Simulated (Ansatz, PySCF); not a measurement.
This singlet lies 2.94 eV below the relaxed triplet at the level frozen-core CCSD(T)/cc-pVTZ // B3LYP-D3(BJ)/def2-TZVP (Ansatz, a program for electronic structure).

B3LYP has the VWN-RPA correlation part, as in Gaussian. 

## CFGeN, SMILES `[C-]#[N+][Ge][F]` (lower singlet) (charge 0, multiplicity 1)

Calculation: B3LYP-D3(BJ)/def2-TZVP in PySCF.

```
Item                                  Value
-------------  ----------------------------
HOMO                               -8.45 eV
dipole moment                     0.748 e·Å
HOMO–LUMO gap                       4.81 eV
LUMO                               -3.64 eV
total energy                  -2269.8456 Ha
cost           very roughly 30 core-seconds
```

Bond lengths (Å): C1–N2 1.177, N2–Ge3 1.899, Ge3–F4 1.754. Bond angles (°): C1–N2–Ge3 163.7, N2–Ge3–F4 96.0.
Charge 0, spin multiplicity 1.
